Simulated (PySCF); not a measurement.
The dipole of `[SiH3][C@H]([SiH2]C[SiH3])C` from its density and from atomic charges.

Coordinates (GFN2-xTB, Å) and charges (e) from the PBE0/pcSseg-1 density (PySCF):

```tsv
atom	x	y	z	Mulliken	IAO	Hirshfeld	ESP-fitted
C1	-2.341	1.280	0.366	-0.2487	-0.4078	-0.1173	-0.4269
C2	-1.292	0.588	-0.504	-0.8384	-0.6360	-0.1896	-0.1095
Si3	-1.975	-1.050	-1.195	+0.4876	+0.5881	+0.3044	+0.3122
Si4	0.347	0.405	0.455	+0.6839	+0.7512	+0.3321	+0.4075
C5	1.672	-0.423	-0.620	-0.8714	-0.8234	-0.2462	-0.4478
Si6	3.403	-0.482	0.147	+0.4915	+0.6090	+0.3119	+0.4418
H7	-3.267	1.443	-0.184	+0.1258	+0.1400	+0.0399	+0.1212
H8	-1.982	2.248	0.716	+0.1267	+0.1409	+0.0404	+0.1175
H9	-2.574	0.677	1.241	+0.1221	+0.1376	+0.0392	+0.1203
H10	-1.095	1.241	-1.362	+0.1702	+0.1497	+0.0381	+0.0799
H11	-2.251	-1.976	-0.094	-0.0723	-0.1202	-0.0779	-0.0848
H12	-3.224	-0.789	-1.920	-0.0787	-0.1163	-0.0789	-0.0880
H13	-1.018	-1.656	-2.123	-0.0822	-0.1209	-0.0784	-0.1142
H14	0.802	1.746	0.859	-0.0704	-0.1268	-0.0828	-0.1147
H15	0.119	-0.393	1.669	-0.0571	-0.1281	-0.0811	-0.1111
H16	1.729	0.093	-1.579	+0.1697	+0.1620	+0.0434	+0.1157
H17	1.356	-1.441	-0.847	+0.1813	+0.1624	+0.0412	+0.1299
H18	3.886	0.877	0.400	-0.0779	-0.1216	-0.0789	-0.1131
H19	4.329	-1.148	-0.777	-0.0828	-0.1184	-0.0807	-0.1232
H20	3.371	-1.229	1.406	-0.0788	-0.1214	-0.0784	-0.1127
```

Q: Compute μ = Σ q r for each scheme (1 e·Å = 4.803 D) and compare with the dipole of the full density.

A: The full density gives (-0.46, 0.44, -0.56) D, 0.85 D in size; dipole vectors point from the negative to the positive end.

```csv
scheme,μx,μy,μz,size (D),share of the full size (%),angle to the full dipole (°)
Mulliken,0.20,-0.17,1.62,1.65,194,141
IAO,0.36,-0.19,0.48,0.63,75,166
Hirshfeld,-0.12,0.13,-0.03,0.18,21,31
ESP-fitted,-0.46,0.46,-0.52,0.84,99,3
```

Q: Which set comes closest?

A: Length of the difference vector: ESP-fitted 0.04 D, Hirshfeld 0.70 D, IAO 1.47 D, Mulliken 2.36 D. Closest: ESP-fitted. The schemes that divide the density aren't constrained to reproduce the dipole.

Q: What is left for the Hirshfeld atoms' own dipoles?

A: The Hirshfeld atoms' densities add up to the full density, so μ = Σ q r + Σ (atomic dipoles). The atomic dipoles sum to (-0.46, 0.44, -0.56) − (-0.12, 0.13, -0.03) = (-0.34, 0.31, -0.53) D, 0.70 D in size.

Q: With the origin at the mean of the coordinates, (0.000, 0.001, -0.197) Å, which are the largest single terms, by size, of the Mulliken dipole along the direction of the full one?

A: Si6 -5.48, C2 -4.86, C5 +3.54, Si3 +2.76, C1 -1.87 D; all 20 atoms together -1.27 D. The single terms depend on the origin, their sum doesn't.

Q: Give the size of the full dipole in other units.

A: 0.85 D = 0.333 au = 0.176 e·Å = 2.83 × 10⁻³⁰ C·m.

Isolated species at its GFN2-xTB geometry (one conformer only).

Shape of the structure used: `[CH3:1][C@H:2]([SiH3:3])[SiH2:4][CH2:5][SiH3:6]`: C1–C2–Si4–C5 -179°, C2–Si4–C5–Si6 173°.
